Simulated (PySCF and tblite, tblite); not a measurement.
One step of a conformer study of C5H3F3O, numbered as in [CH:1]#[C:2][C:3](=[O:4])[CH2:5][C:6]([F:7])([F:8])[F:9]: tblite 0.8.0, GFN2-xTB geometry optimisation, gas phase; conformer with 1°.

Torsions listed: O4–C3–C5–C6. Of a mirror pair one member is shown.

Input:

```
{"job": {"xc": "GFN2-xTB", "basis": "xTB", "kind": "relax"}, "charge": 0, "multiplicity": 1}
C      3.011600    -0.425900     0.515800
C      1.872300    -0.003700     0.446500
C      0.528900     0.491700     0.388600
O      0.267600     1.589200     0.874300
C     -0.455700    -0.401600    -0.301500
C     -1.816300     0.232500    -0.337500
F     -1.822700     1.401600    -1.015500
F     -2.667900    -0.593800    -0.969700
F     -2.305500     0.431000     0.901800
H      4.001800    -0.779600     0.582200
H     -0.501800    -1.359100     0.219200
H     -0.111200    -0.582800    -1.330200
```

Launched as:

```sh
OMP_NUM_THREADS=1 python ens_run.py task.json out
```

Output (atoms count from 0 there):

```
step      E/eV     max force
  0    -827.53612    2.566
  1    -827.50845    4.455
  2    -827.60720    1.391
  3    -827.60417    1.766
  4    -827.62766    0.254
  5    -827.63013    0.122
  6    -827.63178    0.116
  7    -827.63237    0.068
  8    -827.63317    0.082
  9    -827.63381    0.105
 10    -827.63428    0.074
 11    -827.63456    0.038
 12    -827.63456    0.038
 13    -827.63467    0.035
 14    -827.63499    0.088
 15    -827.63510    0.105
 16    -827.63524    0.127
 17    -827.63554    0.050
 18    -827.63577    0.034
 19    -827.63589    0.039
 20    -827.63617    0.041
 21    -827.63638    0.041
 22    -827.63658    0.042
 23    -827.63672    0.031
 24    -827.63682    0.026
 25    -827.63690    0.022
 26    -827.63695    0.019
 27    -827.63698    0.018
 28    -827.63703    0.023
 29    -827.63710    0.030
 30    -827.63719    0.030
 31    -827.63730    0.033
 32    -827.63740    0.035
 33    -827.63750    0.029
 34    -827.63761    0.028
 35    -827.63769    0.023
 36    -827.63774    0.013
 37    -827.63777    0.010
 38    -827.63778    0.008
 39    -827.63779    0.008
 40    -827.63779    0.006
 41    -827.63779    0.004
 42    -827.63780    0.004
```
